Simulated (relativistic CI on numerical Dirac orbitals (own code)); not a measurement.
# Radial parameters of F⁴⁺

Method of calculation: Dirac-Coulomb-Breit CI, separate exchange-only KLI orbitals for each configuration, a model potential for QED, valence Slater integrals scaled by 0.85, P86 correlation energy added to each configuration (own radial code, finite nucleus).

Slater integrals F^k, G^k are unscaled and averaged over j, outside the closed core 1s2; ζ comes from projecting the Hamiltonian with its Breit term on Σ l·s of the shell.

- 2s²2p: ζ(2p) = 505.68 cm⁻¹; <r>(2p) = 0.7721, <r^2>(2p) = 0.7297 (bohr units).
- 2s2p²: F^2(2p,2p) = 121590, G^1(2s,2p) = 146760, ζ(2p) = 490.47 cm⁻¹; <r>(2s) = 0.8399, <r^2>(2s) = 0.8295, <r>(2p) = 0.775, <r^2>(2p) = 0.7347 (bohr units).
- 2p³: F^2(2p,2p) = 120220, ζ(2p) = 478.34 cm⁻¹; <r>(2p) = 0.783, <r^2>(2p) = 0.7509 (bohr units).

Averages of the first 10 configurations, taken without configuration mixing, which lowers the lowest level and can move excited configurations by several eV; other configurations of the list can lie among them:

```
Configuration  Parity  States  Average energy above the lowest level (eV)
        2s²2p     odd       6                                         1.5
        2s2p²    even      30                                        17.8
          2p³     odd      20                                        39.4
        2s²3s    even       2                                        67.4
        2s²3p     odd       6                                        72.7
        2s²3d    even      10                                        76.9
        2p²3s    even      30                                        99.4
        2p²3p     odd      90                                       103.9
        2p²3d    even     150                                       108.0
       2s2p3s     odd      24                                        80.6
```
